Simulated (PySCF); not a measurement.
Compound: H6O3Si3.
Numbering: `[O:1]1[SiH2:2][O:3][SiH2:4][O:5][SiH2:6]1`

Probes without a nucleus sit at each ring's centroid and 1 Å off its mean plane on both sides; NICS is minus the shielding there, NICSzz its component along the normal. Level: GIAO PBE0/pcSseg-1 (PySCF, non-relativistic, gas phase) on the GFN2-xTB geometry, one conformer.

Ring bond lengths (Å), with Mayer bond orders in brackets: O1–Si2 1.626 (0.94), Si2–O3 1.626 (0.94), O3–Si4 1.626 (0.94), Si4–O5 1.625 (0.94), O5–Si6 1.625 (0.94), Si6–O1 1.625 (0.94).

**Question.** Give the NICS values of each ring in ppm.

**Answer.** 
```json
{"ring": "O1–Si2–O3–Si4–O5–Si6", "type": "6-membered ring with 3 O and 3 Si; formal bonds all single", "NICS(0)": "-2.0", "NICS(1), two faces": "0.2 / 0.2", "NICS(1)zz, two faces": "3.2 / 3.2", "rms pucker (Å)": "0.00", "centre to ring atoms, mean (Å)": "1.62"}
```

**Question.** What do they say, and how far can they be read as aromaticity?

**Answer.** 
- O1–Si2–O3–Si4–O5–Si6: mean NICS(1)zz 3.2 ppm, deshielded. Si2, Si4, Si6 have four or more neighbours, and the NICS criterion for π rings isn't applied.

**Question.** Give the inner angles of the rings and the Hirshfeld charges of the ring atoms.

**Answer.** 
- O1–Si2–O3–Si4–O5–Si6: O1 131.1° (-0.311 e), Si2 109.0° (+0.469 e), O3 130.9° (-0.311 e), Si4 109.1° (+0.469 e), O5 131.0° (-0.311 e), Si6 108.9° (+0.469 e); sum 720.0° against 720° for a flat convex ring.

**Question.** What are the shieldings of the ring atoms and their hydrogens in the same run (means over atoms taken as equivalent)?

**Answer.** 
| atoms | environment | σ isotropic (ppm) |
| --- | --- | --- |
| O1 (×3) | siloxane oxygen | 249.5 |
| Si2 (×3) | oxygen-bound silicon | 388.5 |
| H on Si2 (×6) | Si–H hydrogen | 26.50 |

The run took 15 s of wall time on an Arm Neoverse V2 with one thread, no GPU, shared host. This is the whole shielding run at PBE0/pcSseg-1, SCF included.
